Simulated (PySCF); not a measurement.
**MHg cations for M along group 13**

PBE0 with double-zeta basis sets in PySCF, for the lowest determinant that a PBE0 search found; no spin–orbit coupling. De refers to high-spin ground-configuration atoms (the charge goes to the atom of lower measured ionisation energy or higher electron affinity, which is not always the lowest computed limit). A positive dipole points towards Hg; it is taken about the centre of mass and depends on that origin.

```tsv
M	basis	charged atom	state (unpaired electrons)	Re (Å)	ωe (cm⁻¹)	De (eV)	μ (D)
B	def2-SVP	B+	singlet (closed shell)	2.366	318	1.68	-3.69
Al	def2-SVP	Al+	singlet (closed shell)	2.958	137	0.57	-7.90
In	def2-SVP	In+	singlet (closed shell)	3.209	67.7	0.41	-5.90
Tl	def2-SVP	Tl+	singlet (closed shell)	3.278	54.9	n/a	-4.18
```

The shortest bond is that of HgB⁺ (2.366 Å), the longest that of TlHg⁺ (3.278 Å).

Down a group the atoms grow and get heavier, so bonds lengthen and wavenumbers fall; this series shows no clear exception.

Closed-shell solutions of metal pairs were not tested for spin polarisation, which can lower them a little. Weak bonds: InHg⁺. Basis-set superposition, not corrected here, can be much of De in a small basis, most of all at correlated wavefunction levels. Spin–orbit coupling is left out. For an ion De counts to the pair picked by the measured ionisation energies or electron affinities, which need not be the lowest pair at this level.
